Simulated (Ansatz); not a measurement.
B2FH4N (`NBBF`), relaxed with RKS PBE-D4/def2-SVP in Ansatz 0.2.0 from a rough embedded geometry. The force threshold is 0.03 eV/Å; the program also tests the step.

Total charge 0; spin multiplicity 1.

Start:

```xyz
8

N    -0.072    1.132    0.816
B     0.464   -0.058    0.152
B    -0.337   -0.668   -1.148
F     0.166   -1.945   -1.773
H     0.620    1.412    1.614
H    -0.968    0.944    1.304
H     1.467   -0.590    0.528
H    -1.340   -0.227   -1.492
```

| step | energy (eV) | largest force (eV/Å) | largest move (Å) |
| --- | --- | --- | --- |
| 1 | -5613.9012 | 4.097 | 0.000 |
| 2 | -5614.6768 | 2.598 | 0.195 |
| 3 | -5615.1304 | 2.413 | 0.200 |
| 4 | -5615.2898 | 1.381 | 0.114 |
| 5 | -5615.3429 | 0.247 | 0.137 |
| 6 | -5615.3493 | 0.118 | 0.047 |
| 7 | -5615.3510 | 0.024 | 0.042 |

End:

```xyz
8

N    -0.005    0.875    0.992
B     0.589   -0.114    0.200
B    -0.366   -0.753   -1.082
F     0.035   -1.796   -1.817
H     0.448    1.323    1.791
H    -0.956    1.216    0.826
H     1.727   -0.450    0.482
H    -1.472   -0.302   -1.393
```

Hardware: 2 threads of an Intel Xeon Platinum 8488C on a shared host. Wall time 6.5 s, peak host memory 0.16 GiB.
